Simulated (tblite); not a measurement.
C5H10O2Si.
Z-matrix (Å and degrees, GFN2-xTB geometry), rows numbered from 1:
```
C 
Si  1  1.8916
C   2  1.9302  1  107.59
O   3  1.2072  2  125.80  1   123.24
O   2  1.6112  1  103.71  3   122.88
C   5  1.3822  2  136.03  1  -177.08
C   6  1.4959  5  121.17  2    56.44
C   6  1.4962  5  121.93  2   -15.74
H   1  1.0861  2  112.02  3   -62.78
H   1  1.0848  2  110.54  3    57.63
H   1  1.0847  2  110.84  3   177.00
H   2  1.4715  1  112.78  3  -114.27
H   3  1.1133  2  116.01  1   -56.41
H   6  1.0849  5  109.35  2  -159.97
H   7  1.0786  6  117.26  8   107.58
H   7  1.0789  6  118.27  8  -108.73
H   8  1.0791  6  118.31  7   109.01
H   8  1.0786  6  117.44  7  -107.47
```

Calculated harmonic vibrations of the isolated species, GFN2-xTB (tblite), most abundant isotopes, no scaling. The method is semi-empirical: single wavenumbers can be off by several per cent or more. Modes of hydrogen on silicon can be 10 to 20 % off. One conformer, not necessarily the lowest.

Harmonic wavenumbers (cm⁻¹): 36.5, 66.9, 98.2, 104.1, 130.7, 146.8, 167.0, 216.4, 392.3, 411.6, 463.0, 586.8, 611.1, 684.7, 704.3, 762.2, 798.4, 801.3, 831.3, 849.8, 851.9, 948.4, 978.2, 1039.2, 1068.8, 1077.0, 1082.9, 1149.4, 1196.0, 1272.3, 1353.1, 1371.4, 1376.4, 1422.1, 1472.3, 1477.8, 1484.4, 1742.4, 2175.6, 2678.1, 3014.6, 3039.5, 3056.4, 3057.7, 3090.7, 3092.6, 3106.9, 3125.2.

A = 2367, B = 1335, C = 971.4 MHz; mass 130.045 u (most abundant isotopes); point group C1, symmetry number 1.

Task: Zero-point energy?

Result: ½Σν̃ = 30332 cm⁻¹ = 86.72 kcal/mol.

Task: Entropy at 298.15 K, 1 bar (ideal gas, RRHO, classical rotation)?

Result: Translation 40.53, rotation 29.04, vibration 32.78: S = 102.3 cal/(mol K).

Task: And Cp and H(298.15 K) − H(0)?

Result: Cp = 38.52 cal/(mol K), of which vibrations give 30.57 (their classical limit is 48 R = 95.4); H(298.15 K) − H(0) = 7.25 kcal/mol without the zero-point energy, 4.88 from vibrations.

Task: Which modes carry the vibrational entropy at 298.15 K?

Result: 36.5 cm⁻¹: 5.44; 66.9 cm⁻¹: 4.24; 98.2 cm⁻¹: 3.49; 104.1 cm⁻¹: 3.38; 130.7 cm⁻¹: 2.94; 146.8 cm⁻¹: 2.71 cal/(mol K); the other 42 give 10.58 together.

Task: Blend soft modes into free rotors: weight 1/[1 + (100 cm⁻¹/ν̃)⁴] for the oscillator and the rest for a rotor with moment μB/(μ + B), μ = h/(8π²ν), B = 10⁻⁴⁴ kg m². What vibrational entropy results?

Result: 29.69 cal/(mol K) in place of 32.78, which changes −T·S at 298.15 K by +0.92 kcal/mol.

Task: How do the functions run with temperature in this model?

Result: 
```tsv
T (K)	S (cal/(mol K))	Cp (cal/(mol K))	H − H(0) (kcal/mol)	G − H(0) (kcal/mol)	ln q(vib)
150	81.3	24.8	2.59	-9.60	3.96
250	96.0	33.8	5.50	-18.49	6.92
400	115.0	47.9	11.66	-34.35	11.03
600	137.3	62.1	22.76	-59.63	16.21
900	165.3	75.6	43.59	-105.17	23.38
```

q(vib) and H(0) count from the zero-point level.

Hindered rotation and anharmonicity are outside this model. Other conformers, if any are populated, would add a mixing term that is left out. The structure is chiral; the term R ln 2 for an equal mix with its mirror image is left out.
